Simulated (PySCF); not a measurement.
Computed IR spectrum (relative IR intensity) of a molecule C4H7O2, multiplicity 2. Coordinates come from a PBE0-D3(BJ)/def2-SVP optimisation. Other conformers were not sampled. Computed with PBE0-D3(BJ)/def2-SVP (PySCF 2.14.0). Harmonic, unscaled wavenumbers; measured fundamentals usually lie a few per cent lower.

Lines under 2 % of the strongest are left out, and lines within 2 cm⁻¹ are merged.

```tsv
ν (cm⁻¹)	relative intensity
251	11
501	10
555	5.3
760	15
887	3.1
914	26
936	29
982	23
1072	3.7
1086	7.0
1209	44
1236	9.3
1283	11
1308	100
1320	16
1391	25
1413	22
1441	6.2
1470	4.6
1476	18
2884	66
2993	41
3048	36
3123	15
3133	18
3147	16
3214	14
```

Question: Which structure fits?
A) [CH]1COCCO1
B) [CH2]COC(C)=O
C) [CH2]C(=O)OCC
D) C[CH]OC(C)=O

Answer: A, [CH]1COCCO1
